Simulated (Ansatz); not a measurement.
```xyz
7

S     0.0876    0.0492   -0.0452
F     1.5745   -0.0584   -0.0430
F    -1.5488   -0.0384    0.0782
F    -0.0734    1.5755    0.0385
F    -0.0475   -1.6434    0.0293
F     0.0608    0.0229    1.5594
F     0.0645    0.0249   -1.6794
```

Basis set: 6-31G (spherical functions). Left uncorrelated: 11 orbitals. Charge 0, multiplicity 1.

Computed with Ansatz (development build ahead of 0.2.0); each method stands on the lowest determinant of its kind that the runs found. Restricted open shells among the atoms or ions are ROHF, correlated in semicanonical orbitals with singles.

Task: Give the atomization energy at this shape (free ground-state atoms in the same class of orbitals less the molecule, no zero-point energy) of singlet SF6 by RHF-MP2, RHF.

Result:

```csv
method,atomization energy
RHF-MP2,6.52 eV
RHF,-3.10 eV
```

Caution for RHF: the molecule lies well above its atoms at this level.

This basis has no polarisation functions and is too small for such energies, which can lie far from measured ones in either direction.
